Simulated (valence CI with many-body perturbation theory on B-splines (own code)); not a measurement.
## Ar³⁺: E2, E3, M1, M2 decay

Calculated by valence CI with perturbative core correlation (CI+MBPT): five valence electrons over a frozen Dirac-Fock core [Ne], a basis of 9 s, 9 p, 8 d, 6 f, 3 g, 1 h functions for each j, with the one-electron correlation potential Σ1 (screened to all orders), the two-electron term Σ2, the three-electron term Σ3, Breit, model QED; selected single and double excitations, second order for the rest, scaled by the run's own slope (own B-spline code, finite nucleus).

Against 38 measured levels this calculation errs by 159 cm⁻¹ on average and by 399 at most. These come from a selection out of Saloman, J. Phys. Chem. Ref. Data 39, 033101 (2010). Levels without a partner in it may be off by more. Among the levels kept, up to 1200 cm⁻¹ of a level comes from second order outside the variational space, and about a tenth of that is noise between levels of different J, which matters for small intervals.

Lines 1 to 22 of 22 in falling wavelength, among levels below 33.175 eV, chosen from the decays that carry over 1 % of a level's rate. Wavelengths and rates use the calculated energies, so an error of 200 cm⁻¹ moves a line at 728.9 nm by 1.5 % and its rate by three times that or more. Electric multipoles are in the length gauge, E1 and E2 with the static RPA response of the core. Weak lines are less certain than strong ones. Lines between different terms over intervals too small for the method are left out, as are lines whose strength nearly cancels.

| λ vac (nm) | λ from measured levels | Upper | Lower | Type | A (s⁻¹) | Branch % |
| --- | --- | --- | --- | --- | --- | --- |
| 80490 | 77400 | 3s²3p³ ²D°_5/2 | 3s²3p³ ²D°_3/2 | M1 | 2.06e-05 | 1.0 |
| 728.9 | 733.4 | 3s²3p³ ²P°_1/2 | 3s²3p³ ²D°_5/2 | E2 | 1.15e-01 | 7.0 |
| 722.4 | 726.5 | 3s²3p³ ²P°_1/2 | 3s²3p³ ²D°_3/2 | M1 | 4.38e-01 | 26.8 |
| 722.4 | 726.5 | 3s²3p³ ²P°_1/2 | 3s²3p³ ²D°_3/2 | E2 | 1.78e-01 | 10.8 |
| 719.7 | 724.0 | 3s²3p³ ²P°_3/2 | 3s²3p³ ²D°_5/2 | M1 | 4.00e-01 | 10.9 |
| 719.7 | 724.0 | 3s²3p³ ²P°_3/2 | 3s²3p³ ²D°_5/2 | E2 | 2.10e-01 | 5.7 |
| 713.3 | 717.3 | 3s²3p³ ²P°_3/2 | 3s²3p³ ²D°_3/2 | M1 | 7.28e-01 | 19.9 |
| 713.3 | 717.3 | 3s²3p³ ²P°_3/2 | 3s²3p³ ²D°_3/2 | E2 | 9.15e-02 | 2.5 |
| 470.0 | 474.1 | 3s²3p³ ²D°_3/2 | 3s²3p³ ⁴S°_3/2 | M1 | 2.27e-02 | 96.1 |
| 470.0 | 474.1 | 3s²3p³ ²D°_3/2 | 3s²3p³ ⁴S°_3/2 | E2 | 9.26e-04 | 3.9 |
| 467.3 | 471.3 | 3s²3p³ ²D°_5/2 | 3s²3p³ ⁴S°_3/2 | E2 | 1.46e-03 | 73.2 |
| 467.3 | 471.3 | 3s²3p³ ²D°_5/2 | 3s²3p³ ⁴S°_3/2 | M1 | 5.14e-04 | 25.8 |
| 385.0 | 389.7 | 3s²3p²3d ²G_9/2 | 3s²3p²3d ⁴F_9/2 | M1 | 6.42e-01 | 7.3 |
| 375.5 | 379.9 | 3s²3p²3d ²G_9/2 | 3s²3p²3d ⁴F_7/2 | M1 | 2.54e-01 | 2.9 |
| 284.8 | 286.9 | 3s²3p³ ²P°_1/2 | 3s²3p³ ⁴S°_3/2 | M1 | 9.07e-01 | 55.4 |
| 283.3 | 285.5 | 3s²3p³ ²P°_3/2 | 3s²3p³ ⁴S°_3/2 | M1 | 2.23e+00 | 61.0 |
| 161.0 | 161.7 | 3s²3p²3d ²G_9/2 | 3s3p⁴ ²D_5/2 | E2 | 6.95e+00 | 78.8 |
| 154.5 | 154.7 | 3s²3p²3d ⁴F_9/2 | 3s3p⁴ ⁴P_5/2 | E2 | 7.29e+00 | 79.2 |
| 110.3 | 110.7 | 3s²3p²3d ²G_9/2 | 3s3p⁴ ⁴P_5/2 | E2 | 1.28e-01 | 1.5 |
| 62.20 | 62.12 | 3s²3p²3d ⁴F_9/2 | 3s²3p³ ²D°_5/2 | M2 | 1.81e+00 | 19.6 |
| 54.89 | 54.89 | 3s²3p²3d ⁴F_9/2 | 3s²3p³ ⁴S°_3/2 | E3 | 1.01e-01 | 1.1 |
| 53.55 | 53.58 | 3s²3p²3d ²G_9/2 | 3s²3p³ ²D°_5/2 | M2 | 6.44e-01 | 7.3 |
